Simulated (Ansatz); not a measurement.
One change: `CO[SiH](C)[SeH]` becomes `C#C[SiH](C)OC`.

Ansatz, PBE0-D4/def2-TZVP geometries, multiplicity 1. Each molecule was computed in one conformer, which needn't be the lowest.

Scalar relativity is left out up to krypton.

| property | `CO[SiH](C)[SeH]` |
| --- | --- |
| LUMO energy (B3LYP/def2-TZVPP) / eV | -0.16 |
| LUMO energy (PBE0/def2-TZVPP) / eV | 0.11 |
| HOMO–LUMO gap (B3LYP/def2-TZVPP) / eV | 6.61 |
| LUMO energy (ωB97M-V/def2-TZVPP) / eV | 1.89 |
| size of the dipole moment (B3LYP/def2-TZVPP) / D | 1.08 |
| HOMO–LUMO gap (PBE/def2-TZVPP) / eV | 5.11 |

Task: What does the change do to each property? (Estimate.)

Result: Ansatz gave: 
```
                                        property  `C#C[SiH](C)OC`  shift
             LUMO energy (B3LYP/def2-TZVPP) / eV            -0.32  -0.16
              LUMO energy (PBE0/def2-TZVPP) / eV            -0.12  -0.23
           HOMO–LUMO gap (B3LYP/def2-TZVPP) / eV             7.50   0.89
           LUMO energy (ωB97M-V/def2-TZVPP) / eV             1.86  -0.03
size of the dipole moment (B3LYP/def2-TZVPP) / D             0.63  -0.45
             HOMO–LUMO gap (PBE/def2-TZVPP) / eV             5.55   0.44
```

With PBE0 the HOMO falls by 1.03 eV and the LUMO falls by 0.23 eV, so the gap widens by about 0.80 eV. PBE moves the HOMO by -0.76 eV and ωB97M-V by -1.11 eV. Dipoles are sizes alone; their direction can turn.

B3LYP here is the variant with VWN-RPA as its local correlation; programs differ in this.

Spin–orbit coupling is left out; it splits and shifts lone-pair levels of the heavy atoms by tenths of an eV.
